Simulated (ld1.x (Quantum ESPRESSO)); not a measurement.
**Before and after: RRKJ potential for Pr**

```
Element                 : Pr
Generator               : ld1.x (Quantum ESPRESSO) 7.5
Type                    : norm-conserving RRKJ (Kleinman–Bylander form)
Functional              : PBE
Relativity              : scalar-relativistic
Frozen core             : [Kr] 4d10
Valence charge          : 13
Reference configuration : 4f3 5s2 5p6 5d0 6s0 6p0 (charge +2)
Partial waves           : 5p (bound): rc 2.70 bohr; 5d (bound, empty): rc 2.70 bohr; 4f (bound): rc 1.75 bohr; 5s (bound): rc 2.55 bohr
Local potential         : the s channel
Core correction         : none
rho0                    : 0.02
```

All-electron outer shells of the reference configuration (PBE, scalar-relativistic, ld1.x):

```tsv
shell	level (eV)	outermost node (bohr)	outermost maximum (bohr)
4p	-227.82	0.32	0.60
4d	-123.11	0.30	0.64
5s	-51.77	0.74	1.35
5p	-34.14	0.79	1.53
4f	-13.84	–	0.69
5d	-13.50	0.90	2.14
6s	-13.19	1.79	3.40
6p	-9.52	2.10	4.10
```

Change: wave 5s (bound): rc 2.55 bohr becomes 5s (bound): rc 1.74 bohr.

Cutoffs: the cutoffs (Ry, on a coarse ladder) from which the occupation-weighted sum of valence levels, in a spherical-Bessel basis at the reference potential, stays within 10 and 1 mRy of its value at 400 Ry; they do not see the model core or the augmentation charge, which bear on the density cutoff. Errors are all-electron minus pseudo energies relative to the spin-unpolarised reference configuration.

Predict the effect on cutoff, ghosts and configuration errors.

The potential gets neither clearly harder nor softer (80 Ry and 100 Ry → 80 Ry and 110 Ry); the f channel sets the loose cutoff, while the largest relative change is in s, which becomes harder; the number of tests that count goes from 6 to 7; of the 6 tests that both files solve, the error grows in 0 and shrinks in 5 by more than 15 % and 0.3 meV (median size 2812.3 → 279.1 meV); the range in which the s phases agree widens (upper end -2.1 → -1.0); neither file shows a bound ghost at the reference potential, the only one tested. Less of the atom is replaced, so other configurations are described better.

| quantity | base | changed |
| --- | --- | --- |
| cutoff, loose | 80 Ry | 80 Ry |
| cutoff, tight | 100 Ry | 110 Ry |
| loose cutoff by channel (10 mRy a level) | p 10 Ry, f 70 Ry, s 12 Ry | p 10 Ry, f 70 Ry, s 40 Ry |
| bound ghosts | none | none |
| tests counted (converged, no solver errors) | 6 of 7 | 7 of 7 |
| error for 4f3 5s2 5p6 5d0 6s1 6p0, meV [ΔE -10.63 eV] | +1560 | +102 |
| error for 4f2 5s2 5p6 5d0 6s0 6p0, meV [ΔE 21.58 eV] | +439 | +468 |
| error for 4f3 5s2 5p6 5d0 6s0 6p1, meV [ΔE -7.73 eV] | -102 | +41 |
| error for 4f3 5s2 5p5 5d0 6s2 6p0, meV [ΔE 9.76 eV] | +4065 | +253 |
| error for 4f2 5s2 5p6 5d0 6s2 6p0, meV [ΔE -8.82 eV] | +5279 | +787 |
| error for 4f3 5s1 5p6 5d0 6s2 6p0, meV [ΔE 27.81 eV] | +4286 | +305 |
| s: phases at 2.94 bohr within 0.05 rad from the reference energy up to (Ry; the scan ends near 5) | -2.1 | -1.0 |
| p: phases at 2.94 bohr within 0.05 rad from the reference energy up to (Ry; the scan ends near 5) | -0.5 | -0.2 |
| d: phases at 2.94 bohr within 0.05 rad from the reference energy up to (Ry; the scan ends near 5) | 1.9 | 2.2 |
| f: phases at 2.94 bohr within 0.05 rad from the reference energy up to (Ry; the scan ends near 5) | -0.1 | 0.2 |

Base: Tests not counted: 4f3 5s2 5p6 5d0 6s2 6p0 (solver errors, printed error +2.9 eV). These tests converged, but a pseudo level misses the all-electron one widely, so the file describes the atom poorly there or has found another state: 4f2 5s2 5p6 5d0 6s0 6p0: empty 6s by 4.1 eV; 4f3 5s2 5p5 5d0 6s2 6p0: 4f by 2.7 eV; 4f2 5s2 5p6 5d0 6s2 6p0: 4f by 4.3 eV; 4f3 5s1 5p6 5d0 6s2 6p0: 4f by 2.6 eV.
